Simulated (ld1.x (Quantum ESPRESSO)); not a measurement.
**Transferability test, TM potential for Zn (Z = 30)**

zinc (Zn), norm-conserving Troullier–Martins (Kleinman–Bylander form), made with ld1.x (Quantum ESPRESSO) 7.5 (PBE, scalar-relativistic). Core [Ne] 3s2, reference 3p6 3d10 4s0.5 4p0 (charge +1.5). Waves: 4s (bound): rc 1.90 bohr; 3p (bound): rc 0.70 bohr; 3d (bound): rc 1.40 bohr. Local part: all-electron potential smoothed inside 1.85 bohr (lloc = -2). Core correction: none.

Energies are relative to the spin-unpolarised reference configuration 3p6 3d10 4s0.5 4p0; without spin polarisation the order of configurations can differ from experiment. The frozen-core shift is the all-electron ΔE with the core orbitals held at their reference shape minus the fully relaxed ΔE.

| valence configuration | charge | ΔE all-electron (eV) | error AE − PS (meV) | frozen-core shift (meV) |
| --- | --- | --- | --- | --- |
| 3p6 3d10 4s2 4p0 | 0 | -17.979 | -1.0 | -1.7 |
| 3p6 3d10 4s0 4p0 | +2 | 10.352 | -2.2 | +1.3 |
| 3p6 3d9 4s2 4p0 | +1 | -0.078 | -194 | +16 |
| 3p6 3d9 4s2 4p1 | 0 | -5.735 | -780 | +16 |
| 3p5 3d10 4s2 4p0 | +1 | 74.054 | -673 | +58 |

Question: What are ΔE and the potential's error for 3p6 3d9 4s0 4p0?

Answer: ΔE = 50.886 eV all-electron; the error (AE − PS) is -122 meV.

Question: What are ΔE and the potential's error for 3p6 3d10 4s1 4p0?

Answer: ΔE = -8.090 eV all-electron; the error (AE − PS) is +0.2 meV.

ld1.x printed “convergence not achieved” for 5 of the counted tests; their residual had stalled under 1e-8, short of the target of 1e-14. A variational frozen-core shift is positive and of second order in the change. This column holds negative values, so the frozen-core run of ld1.x carries numerical noise or an error of first order here, and the column gives no more than the rough size of the effect.
